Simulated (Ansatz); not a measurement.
`CO[SiH](O)Cl` and `O[SiH](Cl)CF` differ in one atom or group.

Ansatz, PBE0-D4/def2-TZVP geometries, multiplicity 1. Each molecule was computed in one conformer, which needn't be the lowest.

| property | `CO[SiH](O)Cl` |
| --- | --- |
| LUMO energy (ωB97M-V/def2-TZVPP) / eV | 2.29 |
| size of the dipole moment (ωB97M-V/def2-TZVPP) / D | 1.59 |
| HOMO energy (B3LYP/def2-TZVPP) / eV | -8.46 |
| HOMO–LUMO gap (PBE/def2-TZVPP) / eV | 6.93 |
| LUMO energy (B3LYP/def2-TZVPP) / eV | 0.39 |
| HOMO–LUMO gap (ωB97M-V/def2-TZVPP) / eV | 13.36 |

(1) What does the change do to each property? (Estimate.)

Results:

(1) Ansatz gave: 
```
                                          property  `O[SiH](Cl)CF`  shift
             LUMO energy (ωB97M-V/def2-TZVPP) / eV            1.77  -0.52
size of the dipole moment (ωB97M-V/def2-TZVPP) / D            1.42  -0.17
               HOMO energy (B3LYP/def2-TZVPP) / eV           -8.40   0.06
               HOMO–LUMO gap (PBE/def2-TZVPP) / eV            6.19  -0.74
               LUMO energy (B3LYP/def2-TZVPP) / eV           -0.26  -0.65
           HOMO–LUMO gap (ωB97M-V/def2-TZVPP) / eV           12.65  -0.71
```

With PBE0 the HOMO rises by 0.09 eV and the LUMO falls by 0.72 eV, so the gap narrows by about 0.81 eV. PBE moves the HOMO by -0.02 eV and ωB97M-V by 0.20 eV. Dipoles are sizes alone; their direction can turn.

B3LYP here is the variant with VWN-RPA as its local correlation; programs differ in this.
